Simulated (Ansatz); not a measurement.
CH7F2NOSi2 (`CN([SiH2]O)[SiH](F)F`), relaxed with RKS PBE0-D4/def2-TZVP in Ansatz 0.2.0 from a GFN2-xTB geometry. The force threshold is 0.005 eV/Å; the program also tests the step.

Total charge 0; spin multiplicity 1.

Start:

```xyz
14

C     0.342    0.864    1.221
N     0.197    0.031    0.034
Si   -1.281   -0.911   -0.051
O    -2.559    0.081    0.029
Si    1.566   -0.209   -0.956
F     2.303    1.199   -1.139
F     1.078   -0.553   -2.435
H     0.674    0.274    2.079
H    -0.616    1.317    1.469
H     1.068    1.654    1.043
H    -1.446   -1.702    1.162
H    -1.208   -1.660   -1.294
H    -2.679    0.795   -0.594
H     2.562   -1.180   -0.570
```

| step | energy (eV) | largest force (eV/Å) | largest move (Å) |
| --- | --- | --- | --- |
| 1 | -25871.5565 | 1.254 | 0.000 |
| 2 | -25871.6361 | 0.675 | 0.079 |
| 3 | -25871.6610 | 0.171 | 0.101 |
| 4 | -25871.6671 | 0.131 | 0.083 |
| 5 | -25871.6727 | 0.121 | 0.114 |
| 6 | -25871.6749 | 0.149 | 0.054 |
| 7 | -25871.6769 | 0.121 | 0.069 |
| 8 | -25871.6779 | 0.106 | 0.054 |
| 9 | -25871.6786 | 0.072 | 0.040 |
| 10 | -25871.6789 | 0.025 | 0.029 |
| 11 | -25871.6792 | 0.021 | 0.032 |
| 15 | -25871.6800 | 0.059 | 0.048 |
| 19 | -25871.6808 | 0.036 | 0.042 |
| 23 | -25871.6814 | 0.028 | 0.011 |
| 27 (rejected) | -25871.6808 | 0.149 | 0.100 |
| 31 | -25871.6824 | 0.041 | 0.075 |
| 35 | -25871.6839 | 0.172 | 0.082 |
| 39 (rejected) | -25871.6807 | 0.564 | 0.197 |
| 43 (rejected) | -25871.6913 | 0.335 | 0.131 |
| 47 | -25871.6988 | 0.141 | 0.037 |
| 51 | -25871.7076 | 0.248 | 0.146 |
| 55 (rejected) | -25871.7146 | 0.322 | 0.175 |
| 59 | -25871.7184 | 0.115 | 0.066 |
| 63 | -25871.7197 | 0.009 | 0.023 |
| 65 | -25871.7198 | 0.003 | 0.001 |

End:

```xyz
14

C     0.275    1.085    1.116
N     0.239    0.003    0.120
Si   -1.094   -1.095    0.209
O    -2.550   -0.385   -0.064
Si    1.437   -0.022   -1.079
F     2.875    0.075   -0.412
F     1.354    1.264   -2.013
H    -0.138    0.736    2.067
H    -0.305    1.953    0.792
H     1.301    1.406    1.305
H    -1.210   -1.602    1.593
H    -0.808   -2.163   -0.780
H    -2.725   -0.031   -0.937
H     1.348   -1.224   -1.917
```

Hardware: 2 threads of an AMD EPYC 7R13 on a shared host and a share of an NVIDIA H100 80 GB. Wall time 2.4 min, peak host memory 0.91 GiB.
